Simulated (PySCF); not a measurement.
Molecule: SMILES [Li][O]C(C)(C)C. Atoms near the plane z = 1.2 Å, at the GFN2-xTB optimised geometry (x, y, z in Å): Li1 (-1.2, 2.3, 0.0), O2 (-0.6, 0.8, 0.0), C3 (-0.2, -0.5, 0.0), C4 (-0.7, -1.2, 1.3), C6 (1.4, -0.5, 0.0), H7 (-0.3, -2.3, 1.3), H8 (-1.8, -1.2, 1.3), H9 (-0.3, -0.7, 2.1), H13 (1.7, 0.0, 0.9), H15 (1.8, -1.5, 0.0).

Level of theory: PBE0/def2-TZVP in PySCF 2.14.0. Cells within 0.4 Å of a nucleus heavier than hydrogen are left out (blank, or x). The values are rescaled to run from 0 to 1.

```
|000000000000000000000000000|
|000000000000000000000000000|
|000000000000000000000000000|
|000000000000000000000000000|
|000000000011100000000000000|
|000000001122211000000000000|
|000000012233322100000000000|
|000000123344433210000000000|
|000000123445543221110000000|
|000001234556554333322100000|
|000001234566654444443210000|
|000001234566654456654320000|
|000001234556655567775421000|
|000012344566665568876431000|
|000013456678876667876431000|
|000024578889987666765421000|
|00012468999xx87656654320000|
|00012468999xx87555544310000|
|000024578899987544443210000|
|000013456789987543332100000|
|000002345678986532221000000|
|000001223456765421110000000|
|000000012345554320000000000|
|000000001223332100000000000|
|000000000011211000000000000|
|000000000000000000000000000|
|000000000000000000000000000|
```
Scale: ten equal steps from 0.000 (start of '0') to 1.00 (end of '9'), in the order '0123456789'; x runs from -4.50 to 4.50, y from -4.50 (bottom) to 4.50 (top).

### Question
Which quantity is mapped?
(A) deformation density (molecule minus spherical neutral atoms)
(B) Laplacian of the electron density
(C) log10 of the electron density
(D) an orbital amplitude

### Answer
C, log10 of the electron density. In full: log10 of the electron density (e/bohr³), floored at −4.
